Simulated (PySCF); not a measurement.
# Orbital picture of CsBi

PBE at R = 3.746 Å; PySCF, scalar-relativistic core potentials, basis sets Cs def2-SVPD with ECP46, Bi def2-SVPD with ECP60. State: ³Σ⁻ (triplet), unpaired electrons π ↑↑. Only the outer orbitals are listed, counted within each symmetry, core potentials removing the inner ones.

| spin | orbital | occ. | ε (eV) | on Cs (%) | main shells (%) |
| --- | --- | --- | --- | --- | --- |
| α | 3π | 1 | -13.75 | 100 | 100 Cs p |
| α | 3π | 1 | -13.75 | 100 | 100 Cs p |
| α | 5σ | 1 | -13.64 | 89 | 89 Cs p, 10 Bi s |
| α | 6σ | 1 | -12.73 | 10 | 90 Bi s, 10 Cs p |
| α | 4π | 1 | -3.66 | 5 | 95 Bi p |
| α | 4π | 1 | -3.66 | 5 | 95 Bi p |
| α | 7σ | 1 | -3.34 | 18 | 82 Bi p, 15 Cs s |
| α | 8σ | 0 | -1.71 | 91 | 83 Cs s, 9 Bi p |
| α | 9σ | 0 | -0.48 | 98 | 72 Cs p, 23 Cs d |
| α | 5π | 0 | -0.48 | 99 | 88 Cs p, 11 Cs d |
| β | 3π | 1 | -13.76 | 100 | 100 Cs p |
| β | 3π | 1 | -13.76 | 100 | 100 Cs p |
| β | 5σ | 1 | -13.60 | 97 | 97 Cs p |
| β | 6σ | 1 | -11.76 | 2 | 98 Bi s |
| β | 7σ | 1 | -2.79 | 36 | 65 Bi p, 32 Cs s |
| β | 4π | 0 | -2.28 | 13 | 88 Bi p, 8 Cs d |
| β | 4π | 0 | -2.28 | 13 | 88 Bi p, 8 Cs d |
| β | 8σ | 0 | -1.71 | 79 | 63 Cs s, 20 Bi p, 13 Cs p |

**Question.** Which are the highest filled and the lowest empty level, where do they sit, and how wide is the gap?

**Answer.** Highest filled β 7σ at -2.79 eV (in %: 65 Bi p, 32 Cs s); lowest empty β 4π at -2.28 eV (in %: 88 Bi p, 8 Cs d); the gap at PBE is 0.51 eV.

```
bond order (Mayer)                               : 0.94
⟨S²⟩                                             : 2.037
charge on Cs (Mulliken, basis-dependent)         : 0.38
charge on Cs (Löwdin, basis-dependent)           : 0.31
dipole moment (positive dipole means Cs(−)Bi(+)) : -8.33 D
polarisability along the bond                    : 361.2 bohr³
polarisability across the bond                   : 133.6 bohr³
```

These are scalar-relativistic numbers at best; spin–orbit coupling would shift them, the dissociation energy most. The state was picked by a PBE0 search and need not be the measured ground state.
